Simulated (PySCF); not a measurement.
C6H5, SMILES [c]1ccccc1 (connectivity only; charge and spin as stated), charge +1, multiplicity 1. Geometry optimised at B3LYP-D3(BJ)/def2-SVP. The spin state was assumed, not searched. The isomer is the one that the SMILES or the coordinates give; other isomers of the formula were not compared.

These are B3LYP-D3(BJ)/def2-SVP run with PySCF 2.14.0 values and carry that method's errors.

Harmonic wavenumbers (cm⁻¹): 391, 403, 422, 472, 543, 658, 704, 862, 895, 948, 978, 998, 1001, 1077, 1107, 1130, 1180, 1278, 1360, 1487, 1492, 1806, 3180, 3180, 3221, 3223, 3229. Rotational constants (GHz): 6.735, 5.379, 2.991; symmetry number 2.

Question: Work out the zero-point energy and the ideal-gas rigid-rotor harmonic-oscillator thermochemistry at 298.15 K and 1 atm.

Answer: ZPE = ½ Σ hcν = ½ × 37226 cm⁻¹ = 222.66 kJ/mol. H − E(el) = 237.82 kJ/mol. Entropy in J/(mol K): translation 162.94, rotation 100.92, vibration 24.28, total 288.13. G − E(el) = 151.91 kJ/mol. Cp = 86.57 J/(mol K).
